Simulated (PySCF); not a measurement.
**Electric field gradients and quadrupole coupling constants**

C₅H₇FO₂Si.
SMILES with atom numbers: `[O:1]=[C:2]([OH:3])[C@@H:4]1[CH:5]=[C:6]([F:7])[CH2:8][SiH2:9]1` (hydrogens: H10 on O3; H11 on C4; H12 on C5; H13, H14 on C8; H15, H16 on Si9)

Geometry (GFN2-xTB, Å), atoms numbered from 1 in this order:
```xyz
16
C5H7FO2Si angstrom
O      2.7173    0.1057   -1.4030
C      1.8179    0.3008   -0.6277
O      2.0346    0.4957    0.6852
C      0.3657    0.2806   -0.9597
C     -0.4190    1.2869   -0.1749
C     -1.3007    0.8287    0.6956
F     -2.0534    1.6526    1.4573
C     -1.5305   -0.6345    0.8811
Si    -0.3592   -1.4231   -0.4006
H      2.9861    0.4772    0.8709
H      0.2706    0.4488   -2.0335
H     -0.2370    2.3392   -0.3217
H     -1.3022   -0.9147    1.9103
H     -2.5846   -0.8665    0.7246
H      0.6379   -2.3045    0.2042
H     -1.0511   -2.0639   -1.5195
```

Field gradients from the PBE0/pcSseg-1 density (PySCF, non-relativistic), principal values in atomic units, ordered |Vxx| ≤ |Vyy| ≤ |Vzz|:

| atom | Vxx | Vyy | Vzz |
| --- | --- | --- | --- |
| O1 | 0.6926 | 0.8985 | -1.5911 |
| O3 | -0.4437 | -1.1958 | 1.6395 |

Q: Find the asymmetry η = (Vxx − Vyy)/Vzz and the couplings χ = eQV/h (234.96 MHz × Q in barn × V in au), with Q(17O) = −0.0256 b.

A: 
| atom | environment | nucleus | η | χzz (MHz) | χxx (MHz) | χyy (MHz) |
| --- | --- | --- | --- | --- | --- | --- |
| O1 | acid carbonyl oxygen | 17O | 0.13 | 9.57 | -4.17 | -5.40 |
| O3 | acid hydroxyl oxygen | 17O | 0.46 | -9.86 | 2.67 | 7.19 |

Q: What is Vzz at O1 in SI units (1 au = 9.71736 × 10²¹ V/m²)?

A: -1.5911 au = -15.461 × 10²¹ V/m².

Q: And the gradient at the other heavy atoms, for which no coupling is worked out here?

A: 
| atom | environment | Vzz (au) | η |
| --- | --- | --- | --- |
| C2 | carboxylic acid carbon | -0.426 | 0.95 |
| C4 | sp3 carbon bound to silicon | -0.106 | 0.88 |
| C5 | alkene CH carbon | -0.154 | 0.73 |
| C6 | vinylic C–F carbon | -0.443 | 0.79 |
| F7 | vinyl fluorine | 2.916 | 0.16 |
| C8 | sp3 carbon bound to silicon | 0.099 | 0.70 |
| Si9 | SiH2 silicon | 0.352 | 0.21 |

Were the hydrogens deuterons (Q(2H) = 0.00286 b), χzz would run from 108 kHz (H16 and H15) to 294 kHz (H10).

One conformer (not necessarily the lowest) at the GFN2-xTB geometry, without solvent, vibrations or thermal averaging. GFN2-xTB bond lengths can be off by several hundredths of an ångström, more for odd bonds, and the gradients follow them. These gradients aren't converged with respect to the basis.
